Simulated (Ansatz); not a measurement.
`[AlH2][InH][Cl]` + `[SiH3][SeH]` → `[AlH2][Se][SiH3]` + `[Cl][InH2]` at 700 K and 1 bar (cleavage of the Al–In bond).

Isolated molecules relaxed with PBE0-D4/def2-TZVP in Ansatz; ΔE leaves out vibrations. CBS: MP2 limit from def2 TZ/QZ plus the TZ coupled-cluster correction, frozen cores. def2 core potentials past Kr. For In, Se outer-core shells are correlated without core-valence functions, which leaves a few kJ/mol of doubt a bond. Scalar relativity is left out up to krypton.

```json
{"species": "`[AlH2][InH][Cl]`", "CCSD(T)/CBS energy (Eh)": "-893.43813", "H − E (kJ/mol)": "114.1", "S (J/(mol·K))": "438.7"}
{"species": "`[SiH3][SeH]`", "CCSD(T)/CBS energy (Eh)": "-2692.20088", "H − E (kJ/mol)": "133.3", "S (J/(mol·K))": "356.0"}
{"species": "`[AlH2][Se][SiH3]`", "CCSD(T)/CBS energy (Eh)": "-2934.85173", "H − E (kJ/mol)": "173.5", "S (J/(mol·K))": "446.1"}
{"species": "`[Cl][InH2]`", "CCSD(T)/CBS energy (Eh)": "-650.81839", "H − E (kJ/mol)": "71.8", "S (J/(mol·K))": "329.5"}
```

H − E and S are ideal-gas, rigid-rotor, harmonic terms from PBE0-D4/def2-TZVP. 1 Eh = 2625.50 kJ/mol, R = 8.31446 J/(mol·K).

Q: By hand: ΔE, ΔH, ΔS and ΔG.

A: ΔE = (-2934.85173) + (-650.81839) − (-893.43813) − (-2692.20088) = -0.03111 Eh = -81.7 kJ/mol. Δ(H − E) = 173.5 + 71.8 − 114.1 − 133.3 = -2.1, so ΔH = -83.8 kJ/mol. ΔS = 446.1 + 329.5 − 438.7 − 356.0 = -19.1 J/(mol·K). ΔG = -83.8 − 700 × (-19.1)/1000 = -70.4 kJ/mol.

Q: By hand: the equilibrium constant, and the temperature at which ΔG would vanish if ΔH and ΔS stayed fixed.

A: log₁₀ K = −ΔG/(RT ln 10) = 5.3. ΔG = 0 at ΔH/ΔS = 4387 K, far beyond where these terms or the molecules hold.

ΔH outweighs TΔS. A doubt of 5 kJ/mol in ΔE shifts log₁₀ K by 0.4 here. Modes under 60 cm⁻¹, often nearly free rotors, make the harmonic entropy too high. These are equilibria of isolated gas molecules and say nothing of rates. Largest T1 diagnostic: 0.014 (customary marks: 0.02 for closed shells, 0.045 for open ones).
